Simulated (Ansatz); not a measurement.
A geometry optimisation of GeH9NSi2 with PBE0-D3(BJ)/def2-SVP

The starting geometry of this gas-phase singlet was optimised with GFN2-xTB; its bonds are those of `N[SiH2][GeH2][SiH3]`.

```xyz
13

Ge    0.9099   -0.8185   -0.7085
N    -1.4925    1.1356    0.8279
Si   -0.0380    1.2563   -0.0963
Si    1.5106   -2.5056    0.8022
H    -2.3250    0.8040    0.3674
H    -1.4402    0.7319    1.7502
H     0.8829    2.0001    0.7678
H    -0.4208    2.0417   -1.2703
H     2.1064   -0.5613   -1.6055
H     0.0046   -1.4694   -1.7455
H     2.5547   -2.0412    1.7193
H     0.3555   -2.8833    1.6248
H     1.9954   -3.7192    0.1454
```

**Question.** Predict what it relaxes into with PBE0-D3(BJ)/def2-SVP.

**Answer.** It keeps its bonds, and is `N[SiH2][GeH2][SiH3]`.

The energy falls by 0.21 eV over 14 steps:

```tsv
step	E − E(last) (eV)
1	0.207
2	0.083
4	0.022
5	0.010
7	0.001
8	0.000
10	0.000
11	0.000
13	0.000
14	0.000
```

Final geometry (Å):

| atom | x (Å) | y (Å) | z (Å) |
| --- | --- | --- | --- |
| Ge | 0.9594 | -0.8041 | -0.9845 |
| N | -1.3949 | 0.8832 | 0.9222 |
| Si | -0.0028 | 1.1905 | -0.0703 |
| Si | 1.3630 | -2.3078 | 0.8206 |
| H | -2.2420 | 0.5442 | 0.4783 |
| H | -1.2598 | 0.4183 | 1.8140 |
| H | 1.0342 | 1.8479 | 0.7821 |
| H | -0.4080 | 2.1099 | -1.1767 |
| H | 2.2738 | -0.5595 | -1.7563 |
| H | -0.0321 | -1.4813 | -1.9576 |
| H | 2.3942 | -1.7347 | 1.7410 |
| H | 0.0962 | -2.4801 | 1.6016 |
| H | 1.8222 | -3.6555 | 0.3645 |

The end wasn't checked by frequencies. Run with Ansatz 0.2.0, 110 s on 2 threads of Intel(R) Xeon(R) Processor @ 2.50GHz (Skylake/Cascade Lake), on a shared host.
